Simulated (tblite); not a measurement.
Compound: C₄H₁₀OSi.
Z-matrix (Å and degrees, GFN2-xTB geometry), rows numbered from 1:
```
C 
C   1  1.5216
C   2  1.5324  1  112.42
C   3  1.5272  2  107.08  1  -160.07
O   4  1.4109  3  109.22  2    39.17
Si  5  1.6348  4  114.52  3   -23.90
H   1  1.0879  2  110.73  3    60.89
H   1  1.0900  2  110.98  3   -59.38
H   1  1.0875  2  110.32  3  -179.40
H   2  1.0952  1  108.12  3   119.66
H   3  1.0908  2  112.83  1    77.66
H   3  1.0921  2  108.88  1   -42.71
H   4  1.0935  3  112.14  2   158.72
H   4  1.0962  3  110.56  2   -80.06
H   6  1.4594  2  113.44  1  -103.46
H   6  1.4590  2  113.88  1    28.67
```

Computed values, GFN2-xTB/tblite, gas phase, harmonic and unscaled. This tight-binding method is rough: wavenumbers can miss measured ones by several per cent, in bad cases by 10 to 20. Modes of hydrogen on silicon can be 10 to 20 % off. One conformer, not necessarily the lowest.

Harmonic wavenumbers (cm⁻¹): 102.3, 189.9, 224.8, 259.8, 357.6, 414.6, 499.9, 571.3, 578.3, 651.4, 696.1, 785.2, 816.2, 864.9, 938.3, 977.9, 1011.5, 1030.6, 1092.8, 1129.0, 1139.0, 1166.5, 1207.4, 1270.4, 1288.5, 1319.7, 1333.5, 1417.5, 1484.2, 1493.8, 1507.3, 1509.7, 2285.5, 2308.2, 2907.5, 2925.0, 2951.0, 2972.8, 2984.8, 3002.0, 3026.6, 3036.2.

A = 4317, B = 2756, C = 1842 MHz; mass 102.050 u (most abundant isotopes); point group C1, symmetry number 1.

Question: What is the zero-point energy?

Answer: ½Σν̃ = 28865 cm⁻¹ = 82.53 kcal/mol.

Question: What is S at 350 K and 1 bar for an ideal gas of classical rigid rotors and harmonic oscillators?

Answer: Translation 40.60, rotation 27.56, vibration 18.74: S = 86.9 cal/(mol K).

Question: And Cp and H(350 K) − H(0)?

Answer: Cp = 33.64 cal/(mol K), of which vibrations give 25.69 (their classical limit is 42 R = 83.5); H(350 K) − H(0) = 6.71 kcal/mol without the zero-point energy, 3.93 from vibrations.

Question: Which modes carry the vibrational entropy at 350 K?

Answer: 102.3 cm⁻¹: 3.72; 189.9 cm⁻¹: 2.53; 224.8 cm⁻¹: 2.21; 259.8 cm⁻¹: 1.95; 357.6 cm⁻¹: 1.39; 414.6 cm⁻¹: 1.15 cal/(mol K); the other 36 give 5.79 together.

Question: Blend soft modes into free rotors: weight 1/[1 + (100 cm⁻¹/ν̃)⁴] for the oscillator and the rest for a rotor with moment μB/(μ + B), μ = h/(8π²ν), B = 10⁻⁴⁴ kg m². What vibrational entropy results?

Answer: 18.39 cal/(mol K) in place of 18.74, which changes −T·S at 350 K by +0.12 kcal/mol.

Question: What must be added to the electronic energy to get the Gibbs energy at 350 K and 1 bar?

Answer: ZPE + [H(350 K) − H(0)] − T·S = 82.53 + 6.71 − 30.42 = 58.82 kcal/mol.

Hindered rotation and anharmonicity are outside this model. Other conformers, if any are populated, would add a mixing term that is left out. The structure is chiral; the term R ln 2 for an equal mix with its mirror image is left out.
